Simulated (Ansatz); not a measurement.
System: RbF, charge 1, doublet. RbF+ (parent SMILES [Rb][F], doublet).
B3LYP-D3(BJ)/def2-TZVP minimum from Ansatz (a program for electronic structure):
```xyz
2

Rb     0.0000     0.0000    -0.6764
F      0.0000     0.0000     2.7806
```
Charge +1, spin multiplicity 2.

Total energies in def2-TZVPP, 7 correlated electrons, 5 frozen orbitals. Open shells are spin-unrestricted; no spin-orbit coupling. Correlated methods leave the cores frozen (noble-gas shells, and filled d and f shells in the p block). Past Kr the def2 sets carry scalar-relativistic core potentials. The spin of FRb+ (parent SMILES [F][Rb], doublet) was assumed, and the state is the lowest solution found for it.

```json
[
 {"method": "HF", "program": "Ansatz", "energy (Eh)": "-123.07636", "minus CCSDT(Q) (mEh)": "213.49"},
 {"method": "MP2", "program": "Ansatz", "energy (Eh)": "-123.27410", "minus CCSDT(Q) (mEh)": "15.74"},
 {"method": "CCSD", "program": "Ansatz", "energy (Eh)": "-123.28607", "minus CCSDT(Q) (mEh)": "3.77"},
 {"method": "CCSD(T)", "program": "Ansatz", "energy (Eh)": "-123.28954", "minus CCSDT(Q) (mEh)": "0.31"},
 {"method": "CCSDT(Q)", "program": "Ansatz", "energy (Eh)": "-123.28985", "minus CCSDT(Q) (mEh)": "0.00"}
]
```

Rough core times of Ansatz's runs on a shared machine: CCSD(T) 30 s, CCSDT(Q) 3 min.
